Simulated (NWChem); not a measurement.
System: C$_{2}$H$_{4}$Si; SMILES C#C[SiH3]

Here is an NWChem input.

```
start job
memory heap 200 mb stack 900 mb global 1100 mb
geometry units angstroms noautoz
  Si     0.000000     0.000000    -1.054181
  C      0.000000     0.000000     0.780143
  C      0.000000     0.000000     1.996835
  H     -1.146351    -0.813918    -1.552392
  H     -0.131698     1.399729    -1.552392
  H      1.278050    -0.585810    -1.552392
  H      0.000000     0.000000     3.072720
end
basis spherical
  * library 6-31+g*
end
dft
  xc b3lyp
  iterations 150
  mulliken
end
task dft energy
```

Structure relaxed at the PBE0/def2-SVP level.

Problem. What results follow from this input? (B3LYP/6-31+G* (spherical d).) Quantities: basis functions; energy (Ha); highest occupied level (eV); orbital gap (eV); dipole (D).

Solution. The number of basis functions is 66 and the energy (Ha) is -368.04. The highest occupied level (eV) is -7.96 and the orbital gap (eV) is 7.69. The dipole (D) comes out as 0.36.
